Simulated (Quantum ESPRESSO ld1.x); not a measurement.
The numbers below are computed, except where a source is named.
The table gives one normalised radial function P(r) = r R(r) (large component) of Ho4+ in [Kr] 4d10 4f9 5s2 5p4 6p2 (r in bohr). Level of theory: Dirac Kohn-Sham, exchange-only B88, spin-unpolarised, spherical densities, point nucleus; open shells fill j = l - 1/2 first (ld1.x of Quantum ESPRESSO 7.5).

r	P
0.001576	0.0000
0.002136	0.0000
0.002872	0.0001
0.003862	0.0002
0.005192	0.0004
0.007036	0.0009
0.00946	0.0020
0.01272	0.0043
0.01724	0.0091
0.02317	0.0185
0.03116	0.0363
0.04223	0.0690
0.05677	0.1195
0.07633	0.1869
0.1026	0.2523
0.1391	0.2698
0.187	0.1773
0.2514	-0.0445
0.3407	-0.3120
0.4581	-0.4137
0.6159	-0.2122
0.8347	0.2408
1.122	0.6760
1.509	0.8573
2.029	0.7120
2.749	0.3920
3.696	0.1357
4.969	0.0251
6.735	0.0019
9.055	0.0001

Which n and l does it have? It may be an empty orbital.

Answer. n = 5, l = 2: the number of nodes gives n - l - 1 = 2, the rise at small r points to l (for j = l - 1/2 the large component starts as r^gamma with gamma = sqrt(l^2 - (Z/c)^2) = 1.94 and the r^(l+1) term takes over further out; the orbital of l - 1 with the same j starts with the same power, but with a larger coefficient, and does not steepen), and the extent must fit the shell. The curve is that of 5d3/2; the two j differ most near the nucleus, where j = l - 1/2 has the larger amplitude, and in heavy atoms j = l - 1/2 is also the more compact. 5d3/2 (empty): eigenvalue -45.905 eV, 2 radial nodes at r = 0.239, 0.719 bohr, <r> = 1.75 bohr, 90 % of the charge inside 2.58 bohr.
